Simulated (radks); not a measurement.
Results of a calculation; reference values are marked as such.
Question: These are the eigenvalues of the occupied orbitals of an atom or ion with whole-number occupations (hartree). Code: a radial shooting solver on a logarithmic mesh with Libxc functionals. Model: Dirac Kohn-Sham, BLYP, spin-unpolarised, spherical densities, finite nucleus; Fermi nuclear charge, rms radius of each element as measured or else 0.836 A^(1/3) + 0.57 fm.

1s1/2: -3188.221
2s1/2: -607.1958
2p1/2: -584.9523
2p3/2: -509.0774
3s1/2: -181.7867
3p1/2: -171.7995
3p3/2: -154.7573
3d3/2: -138.2904
3d5/2: -134.6550
4s1/2: -73.85000
4p1/2: -69.50080
4p3/2: -64.58635
4d3/2: -57.53167
4d5/2: -56.52658
4f5/2: -47.89435

Which element is it, and in what charge state? The configuration may be excited. Open shells, if any, fill j = l - 1/2 first.

Answer: Z = 81, thallium, charge +34: Tl34+ in [Kr] 4d10 4f1. The list shows which subshells hold electrons but not how many an open one holds; the 1s level, -3188.2 hartree, gives Z - s = 79.9 by -(Z - s)^2/2, which with screening and relativity narrows Z to a few neighbours, and the depths of the outer levels then fix element, charge and occupations together.
